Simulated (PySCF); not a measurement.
Computed shifts of a molecule C₄H₇NO, PBE0/pcSseg-1 in PySCF, GIAO, gas phase, equivalent atoms averaged, in ppm (number of nuclei): ¹³C: 123.2 (1), 72.5 (1), 62.1 (1), 22.4 (1). ¹⁵N: 308.7 (1). ¹H: 3.69 (3), 3.56 (2), 2.62 (2). References: ¹³C against TMS (σ = 186.3 ppm); ¹⁷O against H2O (σ = 334.2 ppm); ¹⁵N against NH3 (σ = 267.4 ppm); ¹H against TMS (σ = 31.56 ppm), references at their B3LYP-D3(BJ)/def2-TZVP geometries, non-relativistic. Coordinates come from a ωB97X-D3(BJ)/def2-SVP optimisation. Other conformers were not sampled.

Which molecule gave these data?
A) C=CO/C=N/C
B) CN=C1COC1
C) COCCC#N
D) CC1=NCCO1

C, COCCC#N
